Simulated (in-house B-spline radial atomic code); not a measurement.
Configurations of S II (S+), with energies counted from [Ne] 3s2 (3p1/2)2 (3p3/2)1. Level of theory: Dirac-Hartree-Fock, average of each configuration as written, Fermi nucleus of rms radius 3.2611 fm; calculated with an all-electron radial atomic-structure program (B-spline basis). Energies include first-order Breit, QED and recoil terms.

Occupations are held fixed; configurations that lie above the ionisation limit could autoionise.

```csv
configuration,E - E(ref) (eV),highest orbital,its <r> (bohr)
[Ne] 3s2 (3p1/2)1 (3p3/2)1 4s1,11.804,4s1/2,4.589
[Ne] 3s2 (3p3/2)2 (6p1/2)1,19.003,6p1/2,17.25
[Ne] 3s2 (3p3/2)2 7s1,19.5,7s1/2,22.54
[Ne] 3s2 (3p3/2)2 (7p1/2)1,19.729,7p1/2,25.3
[Ne] 3s2 (3p1/2)2 (7d5/2)1,20.356,7d5/2,31.84
[Ne] 3s1 (3p3/2)3 (4p1/2)1,26.557,4p1/2,5.607
```

(1) Order these further configurations by energy, lowest first.
A. [Ne] 3s2 (3p1/2)2 (7f7/2)1
B. [Ne] 3s1 (3p1/2)2 (3p3/2)1 (5g7/2)1
C. [Ne] 3s2 (3p3/2)2 (4f5/2)1
D. [Ne] 3s2 (3p1/2)2 (6f5/2)1
E. [Ne] 3s2 (3p3/2)3

(2) How far above the reference does [Ne] 3s2 (3p1/2)1 (3p3/2)1 6s1 lie?

Answers

(1) E (0.17783 eV), C (17.904 eV), D (20.058 eV), A (20.464 eV), B (31.062 eV).

(2) 18.254 eV; its least bound orbital is 6s1/2 with <r> = 15.07 bohr.
